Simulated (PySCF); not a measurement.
# Vibration and rotation of Zn2

CAM-B3LYP constants of Zn2, ¹Σg⁺ (singlet), closed shell (PySCF, no relativity, basis sets Zn def2-TZVPP; masses 63.9291 and 63.9291 u):

| Quantity | Value |
| --- | --- |
| ωe | 13.8 cm⁻¹ |
| ωexe | 1.04 cm⁻¹ |
| Be | 0.031585 cm⁻¹ |
| αe | 0.00196 cm⁻¹ |
| D (centrifugal) | 6.61e-07 cm⁻¹ |
| De to Zn + Zn | 0.004 eV |

(1) Estimate the standard entropy (1 bar) and heat capacity of the ideal gas at 500 K, rigid rotor with B0 and harmonic oscillator at the fundamental.

Closed-shell solutions of metal pairs were not tested for spin polarisation, which can lower them a little. The bond is weak. Basis-set superposition, not corrected here, can be much of De in a small basis, most of all at correlated wavefunction levels. Functionals without a dispersion term scatter widely for such bonds, and LDA overbinds them.

## Answers

(1) Translation (Sackur–Tetrode, M = 127.86 u): 180.1 J/(mol K). Rotation: q = kT/(σB0) = 5680 with σ = 2, 80.2. Vibration: x = hcν0/kT = 0.0337, 36.50. S° = 296.8 J/(mol K); Cp = 7R/2 + 8.31 = 37.4 J/(mol K).
